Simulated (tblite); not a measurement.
C4H7Br2ClSi.
Numbering: `[Cl:1][Si@@:2]([Br:3])([CH2:4][Br:5])[CH:6]1[CH2:7][CH2:8]1` (hydrogens: H9, H10 on C4; H11 on C6; H12, H13 on C7; H14, H15 on C8)

Computed with GFN2-xTB (tblite), gas phase: L-BFGS steps from a force-field or distance-geometry start until the largest atomic force falls under 0.01 eV/Å.

Step 7: E = -724.6825 eV
```
atom  x, y, z in Å  |  force x, y, z in eV/Å
Cl1     0.4496   -2.4500    0.5445    0.002  -0.005  -0.005
Si2     0.8662   -0.4652    0.5845   -0.011  -0.026  -0.001
Br3     1.5772    0.0911    2.6178    0.013  -0.001  -0.034
C4      2.3007   -0.1780   -0.6441    0.032   0.034  -0.016
Br5     2.7504    1.7247   -0.7905   -0.043  -0.048   0.016
C6     -0.6389    0.5767    0.1737    0.009   0.012   0.008
C7     -2.0012    0.1392    0.6471    0.001  -0.001   0.002
C8     -1.6752    0.0824   -0.8036    0.008   0.005   0.005
H9      3.2148   -0.6845   -0.3413    0.001   0.011   0.017
H10     2.0412   -0.5026   -1.6491    0.002  -0.005   0.006
H11    -0.4689    1.6472    0.1718   -0.019   0.020  -0.010
H12    -2.6801    0.9008    0.9985    0.001  -0.009   0.007
H13    -2.0760   -0.7930    1.1867   -0.018   0.011   0.015
H14    -2.1282    0.8078   -1.4622    0.018  -0.007  -0.010
H15    -1.5362   -0.8886   -1.2558    0.003   0.010  -0.002
```

Step 8: E = -724.6827 eV
```
atom  x, y, z in Å  |  force x, y, z in eV/Å
Cl1     0.4494   -2.4514    0.5442    0.004   0.009  -0.005
Si2     0.8659   -0.4656    0.5841   -0.001  -0.032  -0.003
Br3     1.5780    0.0913    2.6172    0.012  -0.002  -0.035
C4      2.3014   -0.1773   -0.6443   -0.002   0.013   0.002
Br5     2.7491    1.7231   -0.7901   -0.035  -0.013   0.014
C6     -0.6388    0.5768    0.1739    0.001   0.011   0.008
C7     -2.0014    0.1394    0.6473    0.005   0.000  -0.004
C8     -1.6747    0.0827   -0.8036   -0.002  -0.001   0.010
H9      3.2146   -0.6839   -0.3413    0.020   0.000   0.024
H10     2.0419   -0.5026   -1.6485   -0.001  -0.011  -0.010
H11    -0.4701    1.6474    0.1713   -0.010   0.023  -0.006
H12    -2.6804    0.9012    0.9990    0.007  -0.015   0.003
H13    -2.0759   -0.7928    1.1872   -0.019   0.015   0.010
H14    -2.1277    0.8079   -1.4626    0.019  -0.008  -0.007
H15    -1.5355   -0.8883   -1.2558    0.002   0.012   0.000
```

Step 9: E = -724.6829 eV
```
atom  x, y, z in Å  |  force x, y, z in eV/Å
Cl1     0.4494   -2.4523    0.5439    0.004   0.011  -0.006
Si2     0.8656   -0.4665    0.5838    0.005  -0.022  -0.010
Br3     1.5788    0.0914    2.6160    0.012  -0.003  -0.031
C4      2.3020   -0.1767   -0.6445   -0.025  -0.018   0.014
Br5     2.7473    1.7215   -0.7895   -0.026   0.021   0.011
C6     -0.6388    0.5772    0.1743   -0.003   0.008   0.006
C7     -2.0015    0.1396    0.6474    0.007   0.001  -0.004
C8     -1.6744    0.0830   -0.8034   -0.004  -0.003   0.010
H9      3.2148   -0.6833   -0.3408    0.024  -0.003   0.024
H10     2.0424   -0.5028   -1.6483    0.000  -0.013  -0.015
H11    -0.4714    1.6480    0.1708   -0.003   0.019  -0.002
H12    -2.6805    0.9012    0.9995    0.007  -0.013   0.000
H13    -2.0763   -0.7924    1.1878   -0.017   0.014   0.007
H14    -2.1269    0.8078   -1.4631    0.017  -0.006  -0.004
H15    -1.5350   -0.8879   -1.2558    0.002   0.008   0.001
```

Step 10: E = -724.6831 eV
```
atom  x, y, z in Å  |  force x, y, z in eV/Å
Cl1     0.4495   -2.4531    0.5434    0.002   0.007  -0.006
Si2     0.8653   -0.4678    0.5833    0.003  -0.003  -0.016
Br3     1.5799    0.0915    2.6142    0.013  -0.003  -0.024
C4      2.3023   -0.1765   -0.6444   -0.031  -0.045   0.017
Br5     2.7450    1.7205   -0.7886   -0.020   0.044   0.008
C6     -0.6387    0.5777    0.1747   -0.004   0.005   0.002
C7     -2.0015    0.1398    0.6475    0.007   0.003  -0.001
C8     -1.6742    0.0832   -0.8031   -0.002  -0.003   0.006
H9      3.2153   -0.6827   -0.3399    0.017  -0.001   0.020
H10     2.0429   -0.5032   -1.6482    0.004  -0.013  -0.012
H11    -0.4727    1.6490    0.1702    0.004   0.009   0.003
H12    -2.6804    0.9010    1.0000    0.004  -0.006  -0.002
H13    -2.0770   -0.7917    1.1886   -0.013   0.008   0.004
H14    -2.1258    0.8076   -1.4637    0.013  -0.002  -0.002
H15    -1.5344   -0.8873   -1.2557    0.002   0.001   0.002
```

Problem. Estimate the geometry and energy of step 11. (The exact step hangs on the optimiser's Hessian estimate; all steps are aligned on step 10, rigid shifts and turns removed.)

Solution. E = -724.6833 eV, largest force 0.062 eV/Å
```
atom  x, y, z in Å  |  force x, y, z in eV/Å
Cl1     0.4495   -2.4541    0.5427   -0.002  -0.001  -0.006
Si2     0.8649   -0.4695    0.5824   -0.004   0.019  -0.017
Br3     1.5816    0.0916    2.6115    0.015  -0.003  -0.013
C4      2.3022   -0.1771   -0.6441   -0.023  -0.056   0.011
Br5     2.7416    1.7200   -0.7874   -0.017   0.054   0.007
C6     -0.6386    0.5784    0.1754   -0.003   0.001  -0.003
C7     -2.0015    0.1401    0.6476    0.005   0.003   0.005
C8     -1.6739    0.0834   -0.8027    0.003  -0.002  -0.001
H9      3.2163   -0.6819   -0.3384    0.003   0.004   0.013
H10     2.0437   -0.5040   -1.6484    0.009  -0.014  -0.005
H11    -0.4743    1.6502    0.1696    0.013  -0.005   0.009
H12    -2.6804    0.9008    1.0005   -0.002   0.006  -0.004
H13    -2.0780   -0.7907    1.1896   -0.006   0.000   0.001
H14    -2.1241    0.8074   -1.4645    0.006   0.003   0.000
H15    -1.5335   -0.8867   -1.2557    0.002  -0.008   0.003
```

The energy changes by -0.0002 eV. The first-order estimate −F·Δx gives -0.0003 eV and the mean of the old and new forces, exact on a quadratic surface, -0.0002 eV. The step makes an angle of 61° with the force vector and moves no atom by more than 0.004 Å.

What follows is the cost of the whole relaxation. On one thread, Arm Neoverse V2 (aarch64), no GPU, shared host with 48 logical CPUs at a one-minute load of 30, this took 0.61 s.
